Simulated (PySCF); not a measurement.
# Pt⁺ (platinum, charge +1) across methods

[Xe] 4f14 5d8 6p1, one real determinant (an excited configuration). Calculation: PySCF 2.14, in def2-QZVPPD with the def2 core potential (60 electrons) (7s5p4d4f2g, 88 functions); a scalar-relativistic core potential.

```
method  E (hartree)  mean ε 5d α (eV)  mean ε 5d β (eV)  mean ε 6p α (eV)  Σ⟨r²⟩ (bohr²)   ⟨S²⟩
  PW91    -118.7329           -18.901           -17.600            -8.686          48.11  3.751
   UHF   -117.87756           -25.070           -23.265           -10.383          49.10  3.753
 TPSSh    -118.6210           -19.491           -18.197            -8.805          48.11  3.751
   LDA    -118.4257           -18.979           -17.622            -8.754          48.11  3.750
  PBE0    -118.6460           -20.601           -19.188            -9.195          48.13  3.751
PBEsol    -118.5135           -18.828           -17.472            -8.652          48.07  3.750
r2SCAN    -118.6967           -19.190           -17.767            -8.771          47.81  3.751
   PBE    -118.6804           -18.834           -17.523            -8.629          48.14  3.751
```

**Question.** Estimate the same row for B3LYP.

**Answer.** E (hartree) = -118.6938; mean ε 5d α (eV) = -20.212; mean ε 5d β (eV) = -18.945; mean ε 6p α (eV) = -9.067; Σ⟨r²⟩ (bohr²) = 48.21; ⟨S²⟩ = 3.751.

⟨L²⟩ = 14.02 against 20 for a pure G term, so this real determinant mixes terms. Energies and moments cover only the electrons outside the core potential. Spin-orbit coupling, absent here, splits the open shell strongly.
